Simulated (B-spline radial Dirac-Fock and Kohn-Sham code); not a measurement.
## Core and valence levels of Sm⁵⁷⁺

System: the Sm⁵⁷⁺ ion, [He] 2s2 2p1; nuclear rms radius 5.0819 fm (A = 152).

The computed values come from an atomic code on a B-spline grid: relaxed Dirac-Fock hole states (ΔSCF) with Breit and QED corrections and a finite nucleus. No correlation. Energies are counted from the vacuum level.

All terms are in eV, carry their sign (relaxation lowers the binding energy) and add up to the binding energy; ⟨r⟩ is the mean radius of the orbital in the initial state.

```
 subshell  −ε (Koopmans)  relaxation    Gaunt  retardation  self-energy  vacuum polarisation  binding energy  ⟨r⟩ (bohr)
   K (1s)        53020.4       -8.15  -106.53         2.76       -79.49                12.58         52841.5       0.023
  L1 (2s)        12756.6       -0.68   -12.16         1.02       -11.71                 1.71         12734.8       0.092
L2,3 (2p)        12158.0       -0.76   -15.06         3.57        -0.58                -0.02         12145.1       0.082
```

For the deepest level, K (1s), the Breit terms make up -0.196 % of the binding energy, QED -0.127 % and orbital relaxation -0.015 %.

Going to the tabulated ground configuration of the next ion removes an electron from L2,3 (2p), computed at 12145.1 eV. NIST lists 12588 ± 6 eV as the ionisation energy of this species (theoretical), +442.90 eV from the computed value. Where a p, d or f shell is open in either ion the computed value averages over both j values and all terms, while the table refers to the lowest levels; that difference holds spin-orbit splitting (largest in heavy or highly charged ions), term energies where several electrons share open shells, and correlation, and it can reach 10 % or more.
